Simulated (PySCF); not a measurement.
Species: FGeH5OSi.
Numbering: `[F:1][SiH2:2][O:3][GeH3:4]` (hydrogens: H5, H6 on Si2; H7, H8, H9 on Ge4)

Geometry (PBE0-D3(BJ)/def2-SVP, Å), atoms numbered from 1 in this order:
```xyz
9
FGeH5OSi angstrom
F     -1.0799    1.5104    1.2184
Si    -1.5839    0.6641   -0.0766
O     -0.2913   -0.0886   -0.7398
Ge     1.4325   -0.3096   -0.3243
H     -2.1711    1.6269   -1.0435
H     -2.5822   -0.3261    0.4048
H      2.0348   -1.0684   -1.5135
H      2.0752    1.0758   -0.1501
H      1.5172   -1.1302    0.9735
```

Method: TDDFT CAM-B3LYP/def2-SVPD, vertical, gas phase, core orbitals frozen in the response in PySCF. The CAM-B3LYP/def2-SVPD calculation is non-relativistic and has no spin–orbit coupling, an omission that weighs most on germanium.

Transition dipole moments from the ground state, in atomic units and in the frame of the coordinates above (overall signs are arbitrary), for the states with f of 0.002 or more among the lowest 8:

| state | E (eV) | μx | μy | μz |
| --- | --- | --- | --- | --- |
| S2 | 7.726 | 0.105 | 0.408 | -0.298 |
| S3 | 7.772 | 0.201 | 0.040 | 0.101 |
| S4 | 8.237 | 0.078 | 0.374 | -0.247 |
| S5 | 8.481 | -0.124 | -0.294 | -0.465 |
| S6 | 8.552 | 0.050 | 0.182 | -0.186 |
| S7 | 8.948 | 0.079 | 0.188 | 0.007 |
| S8 | 8.951 | 0.020 | 0.265 | -0.205 |

(1) Work out the oscillator strengths.

(2) Which bond between heavy atoms lies closest to the direction of the S5 transition dipole?

(3) What angle do the transition dipoles of S2 and S8 make?

(4) How is the summed strength of these states shared among x, y and z?

Results:

(1) f = (2/3) ΔE |μ|² with ΔE in hartree (27.2114 eV).

```
state  |μ|² (au)  |μ| (D)      f
   S2      0.266     1.31  0.050
   S3      0.052     0.58  0.010
   S4      0.207     1.16  0.042
   S5      0.318     1.43  0.066
   S6      0.070     0.67  0.015
   S7      0.042     0.52  0.009
   S8      0.113     0.85  0.025
```

(2) F1–Si2, at 5° from it; next Si2–O3 at 66°.

(3) |cos θ| = |μa·μb| / (|μa| |μb|) = 0.99, so θ ≈ 9° (taken between 0 and 90°, since the signs are arbitrary).

(4) (2/3) Σ ΔE μα² gives 0.016 for x, 0.108 for y and 0.092 for z, 0.217 in all.

The vertical ionisation energy (ΔSCF) is 10.91 eV, 1.96 eV above S8.

Hardware: one thread of an Arm Neoverse V1, shared host. Cost: 59 s wall (with the writing of density and orbital grids), 0.72 GiB resident at most.

One conformer stands for the species.

Without π bonds the low states may be Rydberg-like; a valence basis with one diffuse set may place them up to an eV too high.
